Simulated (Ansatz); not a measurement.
C₃H₈BNO (`C/N=C(\C)BO`), relaxed with RKS PBE-D4/def2-SVP in Ansatz from a rough embedded geometry. The force threshold is 0.03 eV/Å; the program also tests the step.

Charge 0, multiplicity 1.

Start:

```xyz
14

C     1.432    1.044   -1.351
N     1.177    0.499    0.023
C     0.124   -0.138    0.355
C    -1.064   -0.428   -0.701
B    -0.040   -0.656    1.808
O    -1.247   -1.382    2.266
H     1.465    0.201   -2.053
H     2.420    1.496   -1.284
H     0.658    1.801   -1.555
H    -1.867   -0.947   -0.212
H    -0.620   -0.960   -1.508
H    -1.437    0.575   -1.037
H     0.854   -0.453    2.639
H    -1.856   -0.653    2.608
```

```csv
step,energy (eV),largest force (eV/Å),largest move (Å)
1,-7439.3993,3.245,0.000
2,-7439.8258,1.755,0.088
3,-7440.1196,1.564,0.195
4,-7440.2807,1.543,0.200
5,-7440.4315,2.033,0.199
6,-7440.5768,0.353,0.200
7,-7440.6323,0.220,0.160
8,-7440.6388,0.114,0.092
9,-7440.6414,0.075,0.036
10,-7440.6425,0.049,0.045
11,-7440.6428,0.019,0.042
```

End:

```xyz
14

C     1.455    0.968   -1.275
N     1.161    0.537    0.077
C     0.028   -0.056    0.312
C    -1.025   -0.334   -0.741
B    -0.196   -0.481    1.815
O    -1.369   -1.102    2.134
H     1.452    0.117   -1.997
H     2.450    1.452   -1.319
H     0.700    1.694   -1.658
H    -1.906   -0.845   -0.309
H    -0.617   -0.968   -1.558
H    -1.368    0.608   -1.224
H     0.655   -0.263    2.663
H    -1.420   -1.327    3.079
```

Hardware: 4 threads of a server CPU on a shared host. Wall time 25 s, peak host memory 0.18 GiB.
